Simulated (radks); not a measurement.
Problem. Species: the gadolinium ion Gd+. Configuration: [Xe] 4f7 5d1 6s1. Calculated with a radial shooting solver on a logarithmic mesh with Libxc functionals: scalar-relativistic Kohn-Sham, PBEsol, spin-polarised, spherical densities, finite nucleus; open shells are filled with parallel spins first (spin-orbit coupling, left out, can overturn this in heavy ions); Fermi nuclear charge, rms radius 5.1569 fm. Some entries of the table are withheld. Estimate them.

orbital,occ.,eigenvalue (eV),r(max) (bohr),<1/r> (bohr^-1)
1s up,1,-50079.55,0.01392,71.62
1s down,1,-50079.54,0.01392,71.62
2s up,1,-8273.810,0.07903,16.61
2s down,1,-8273.704,0.07903,16.61
2p up,3,-7365.189,0.06395,15.52
2p down,3,-7365.111,0.06395,15.52
3s up,1,-1839.253,0.2244,6.093
3s down,1,-1836.568,0.2243,6.099
3p up,3,-1557.692,0.2202,5.729
3p down,3,-1555.021,0.2201,5.736
3d up,5,-1185.261,0.1801,5.437
3d down,5,-1183.189,0.1800,5.443
4s up,1,-377.0893,0.5157,2.571
4s down,1,-370.9668,0.5156,2.570
4p up,3,-284.2502,0.5383,2.363
4p down,3,-278.1730,0.5381,2.362
4d up,5,-155.7748,0.5591,2.083
4d down,5,-149.7569,0.5588,2.080
5s up,1,(1),1.191,1.002
5s down,1,(2),1.204,0.9844
5p up,3,-34.5364,1.348,0.8448
5p down,3,-31.7178,1.368,0.8273
4f up,7,(3),0.5664,1.533
4f down,0,(4),0.5692,1.492
6s up,1,(5),3.169,0.3521
5d up,1,-9.0745,1.915,0.5171
5d down,0,-7.1218,1.952,0.5031

Solution. 
(1) 5s up eigenvalue (eV): -57.2429
(2) 5s down eigenvalue (eV): -53.7662
(3) 4f up eigenvalue (eV): -16.8050
(4) 4f down eigenvalue (eV): -11.3607
(5) 6s up eigenvalue (eV): -9.8523
